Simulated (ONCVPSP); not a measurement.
# Ni: variants of one ONCV potential

Base potential:

nickel (Ni), optimised norm-conserving Vanderbilt (ONCV), made with ONCVPSP 4.0.1 (PBE, scalar-relativistic). Core [Ne], reference 3s2 3p6 3d8 4s2. Waves: 3s+4s: rc 1.10 bohr, ncon 3, nbas 7, qcut 12.6 1/bohr, 2 projectors; 3p: rc 0.85 bohr, ncon 3, nbas 7, qcut 11.7 1/bohr, 2 projectors, debl 3.6 Ha; 3d: rc 1.45 bohr, ncon 5, nbas 10, qcut 11 1/bohr, 2 projectors, debl 1.9 Ha. Local part: polynomial inside 0.75 bohr (lpopt 5, dvloc0 0 Ha). Core correction: none.

Cutoffs, loose and tight: the cutoffs (Ha) at which the residual kinetic energy of the hardest occupied pseudo-wave falls to 1 and 0.1 mHa per electron. They do not see the model core or the augmentation charge, which bear on the density cutoff. Test errors are all-electron minus pseudo excitation energies from the reference, over the configurations 3s2 3p6 3d8 4s1; 3s2 3p6 3d8 4s0; 3s2 3p6 3d7 4s0; 3s2 3p6 3d9 4s0. A dash means not determined; rows that change the core or the reference have their own tests.

1 further variants are left out, since the program set their typed debl aside.

```tsv
change	outcome	cutoff, loose	cutoff, tight	bound ghosts	GHOST(+) flags above zero	largest test error (meV)
base	generated	52 Ha	61 Ha	none	none	+34
core correction Teter function, fcfact 5.75, rcfact 1.65	generated	52 Ha	61 Ha	none	none	+33
local potential polynomial inside 0.65 bohr (lpopt 5, dvloc0 0 Ha)	generated	52 Ha	61 Ha	none	s	+34
local potential polynomial inside 0.75 bohr (lpopt 5, dvloc0 6 Ha)	generated	52 Ha	61 Ha	none	none	+34
```

Question: What comes out with this change to the base: d: qcut 9?

Answer: outcome: generated; cutoff, loose: 55 Ha; cutoff, tight: 170 Ha; bound ghosts: none; GHOST(+) flags above zero: none; largest test error (meV): +53.

Question: What comes out with this change to the base: s: qcut 14; p: qcut 13; d: qcut 12.2?

Answer: outcome: generated; cutoff, loose: 61 Ha; cutoff, tight: 72 Ha; bound ghosts: none; GHOST(+) flags above zero: none; largest test error (meV): +27.
